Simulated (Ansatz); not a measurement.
Species: GeHSCl, charge 0, singlet. GeHSCl (SMILES [Ge]([SH])[Cl]).
B3LYP-D3(BJ)/def2-TZVP minimum from Ansatz (a quantum-chemistry and plane-wave program):
```xyz
4

Ge     0.4233    -0.5556     0.2872
Cl     0.9328     1.5552    -0.1447
S     -1.7152    -0.4333    -0.4127
H     -1.9601    -1.7262    -0.1272
```
Charge 0, spin multiplicity 1.

Total energies in def2-SVP, 18 correlated electrons, 24 frozen orbitals. Radicals and triplets start from unrestricted determinants; spin-orbit coupling is neglected. Cores are frozen in correlated methods (noble-gas shells, and filled d and f shells in the p block). No relativity.

```tsv
method	program	energy (Eh)	minus CCSDT(Q) (mEh)
HF	Ansatz	-2932.51402	388.95
MP2	Ansatz	-2932.85139	51.58
CCSD	Ansatz	-2932.88915	13.82
CCSD(T)	Ansatz	-2932.90081	2.16
CCSDT(Q)	Ansatz	-2932.90297	0.00
```

Rough core times of Ansatz's runs on a shared machine: CCSD(T) under 20 s, CCSDT(Q) 80 s.
